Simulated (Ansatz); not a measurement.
Species: sum formula BNH3, net charge -1, singlet state. SMILES of the parent species: [NH]B
Structure (B3LYP-D3(BJ)/def2-TZVP (Ansatz, a quantum-chemistry and plane-wave program) minimum search):
```
B
N 1 1.3698
H 2 1.0230 1 110.79
H 1 1.2329 2 120.52 3 180.00
H 1 1.2414 4 113.63 2 180.00
```
Charge -1, spin multiplicity 1.

Parts of the frozen-core correlation energy in cc-pVDZ (Ansatz, hartree). Frozen orbitals: 2; correlated occupied orbitals by spin: 6 and 6; virtual: 35 and 35. Spin-orbit coupling is left out. Non-relativistic.

```json
[
 {"term": "reference (HF)", "value": "-80.85528"},
 {"term": "MP2 opposite-spin", "value": "-0.21424"},
 {"term": "MP2 same-spin", "value": "…"},
 {"term": "CCSD correlation", "value": "…"},
 {"term": "(T)", "value": "…"},
 {"term": "CCSDT minus CCSD(T)", "value": "-0.00058"},
 {"term": "T1 diagnostic", "value": "0.016"},
 {"term": "largest doubles amplitude", "value": "0.105"}
]
```

Problem. Some entries are withheld; supply them.

Solution. 
- MP2 same-spin, value: -0.06430
- CCSD correlation, value: -0.30193
- (T), value: -0.00960
